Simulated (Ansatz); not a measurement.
Mulliken charges of CH$_{4}$BBrSi (`BrB1C[SiH2]1`) from PBE/def2-TZVPP in Ansatz (PBE0-D4/def2-TZVP geometry).

```json
{"atom": "Br1", "x (Å)": "-2.641", "y (Å)": "1.173", "z (Å)": "-0.154", "charge (e)": "-0.030"}
{"atom": "B2", "x (Å)": "-0.891", "y (Å)": "0.501", "z (Å)": "-0.355", "charge (e)": "0.087"}
{"atom": "C3", "x (Å)": "0.420", "y (Å)": "0.759", "z (Å)": "0.345", "charge (e)": "-0.262"}
{"atom": "Si4", "x (Å)": "0.197", "y (Å)": "-1.083", "z (Å)": "-0.304", "charge (e)": "0.035"}
{"atom": "H5", "x (Å)": "1.292", "y (Å)": "0.964", "z (Å)": "-0.284", "charge (e)": "0.152"}
{"atom": "H6", "x (Å)": "0.511", "y (Å)": "1.230", "z (Å)": "1.321", "charge (e)": "0.095"}
{"atom": "H7", "x (Å)": "1.324", "y (Å)": "-1.379", "z (Å)": "-1.216", "charge (e)": "-0.033"}
{"atom": "H8", "x (Å)": "-0.120", "y (Å)": "-2.224", "z (Å)": "0.590", "charge (e)": "-0.045"}
```

Question: By hand: the dipole of these point charges (1 e Å = 4.8032 D).

Answer: Σ q r = (0.105, 0.181, -0.031) e Å, of length 0.212 e Å = 1.02 D.

Question: How does the dipole of the full density compare? (Estimate.)

Answer: Computed: (0.261, -0.041, 0.048) e Å, 1.29 D; the point charges give 0.79 times that, at 71° from its direction.

Point charges leave out the atoms' own dipoles, such as those of lone pairs, and Mulliken's split depends on the basis, so the two needn't agree.
